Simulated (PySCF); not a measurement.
# Correlation energy of C²⁺ (carbon, charge +2)

[He] 2s2, closed-shell 1S. Computed with PySCF 2.14 in def2-QZVPPD, with no relativity, point nucleus. Frozen: nothing; 4 electrons correlated.

| level | correlation energy (mhartree) |
| --- | --- |
| CCSD | -92.80 |
| (T) | -0.45 |
| CCSD(T) | -93.25 |

Diagnostics: T1 = 0.0063, D1 = 0.0126, largest double amplitude 0.153.

**Question.** Is a single reference adequate?

**Answer.** Not fully. A double-excitation amplitude exceeds 0.15, a sign of near-degeneracy.

This basis was not built for core-valence correlation, so the inner-shell part is incomplete.
